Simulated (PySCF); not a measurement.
Species: C8H7NSe.
Atom-mapped SMILES: `[CH2:1]=[CH:2][c:3]1[cH:4][c:5]([C:6]#[C:7][CH3:8])[se:9][n:10]1` (hydrogens: H11, H12 on C1; H13 on C2; H14 on C4; H15, H16, H17 on C8)

A GFN2-xTB structure was refined with PySCF, PBE0-D3(BJ)/def2-SVP geometry optimisation, gas phase. Its GFN2-xTB values:

| coordinate | GFN2-xTB |
| --- | --- |
| C1=C2 | 1.328 Å |
| C1–H11 | 1.077 Å |
| C1–H12 | 1.076 Å |
| C2–C3 | 1.453 Å |
| C2–H13 | 1.083 Å |
| C3–C4 | 1.420 Å |
| C3–N10 | 1.316 Å |
| C4–C5 | 1.371 Å |
| C4–H14 | 1.077 Å |
| C5–C6 | 1.396 Å |
| C5–Se9 | 1.882 Å |
| C6≡C7 | 1.205 Å |
| C7–C8 | 1.442 Å |
| C8–H15 | 1.090 Å |
| Se9–N10 | 1.768 Å |
| C3–C4–C5 | 113.1° |
| C3–N10–Se9 | 112.0° |
| C4–C3–N10 | 117.3° |
| C4–C5–C6 | 127.8° |
| C4–C5–Se9 | 108.4° |
| C5–C6–C7 | 179.4° |
| C5–Se9–N10 | 89.2° |
| C6–C5–Se9 | 123.7° |

Question: How do these coordinates change at the PBE0-D3(BJ)/def2-SVP level?

Answer: 
| coordinate | PBE0-D3(BJ)/def2-SVP (Å or °) | change |
| --- | --- | --- |
| Se9–N10 | 1.790 | +0.022 |
| C2–C3 | 1.470 | +0.017 |
| C1–H12 | 1.093 | +0.017 |
| C1–H11 | 1.092 | +0.015 |
| C4–H14 | 1.091 | +0.014 |
| C5–C6 | 1.410 | +0.014 |
| C3–C4 | 1.434 | +0.014 |
| C2–H13 | 1.095 | +0.012 |
| C8–H15 | 1.101 | +0.011 |
| C6≡C7 | 1.216 | +0.011 |
| C5–Se9 | 1.872 | -0.010 |
| C1=C2 | 1.336 | +0.008 |
| C7–C8 | 1.450 | +0.008 |
| C4–C5 | 1.375 | +0.004 |
| C3–N10 | 1.317 | +0.001 |
| C3–N10–Se9 | 110.2 | -1.8 |
| C5–Se9–N10 | 90.6 | +1.4 |
| C4–C5–C6 | 129.1 | +1.3 |
| C5–C6–C7 | 178.6 | -0.8 |
| C4–C5–Se9 | 107.7 | -0.7 |
| C4–C3–N10 | 117.9 | +0.6 |
| C3–C4–C5 | 113.7 | +0.6 |
| C6–C5–Se9 | 123.3 | -0.4 |

The energy falls by 0.071 eV over 6 energy and gradient evaluations, the largest force component goes from 0.0151 to 7.9e-05 Eh/bohr, and the atoms move by 0.047 Å rms after alignment. The bond that changes most is Se9–N10 (ends: selenium bonded to C and N; pyridine-type nitrogen), which lengthens by 0.022 Å. Bonds longer at the end by more than 0.005 Å: 14 of 17; shorter: 1. Rotational constants go from 1926, 537.4, 421.3 to 1967, 525.4, 415.7 MHz.

The run used 193 basis functions and 42 SCF cycles in all.

Not checked by PBE0-D3(BJ)/def2-SVP frequencies. One conformer, not necessarily the lowest.

Conformer computed: `[CH2:1]=[CH:2][c:3]1[cH:4][c:5]([C:6]#[C:7][CH3:8])[se:9][n:10]1`: C1–C2–C3–C4 179°.
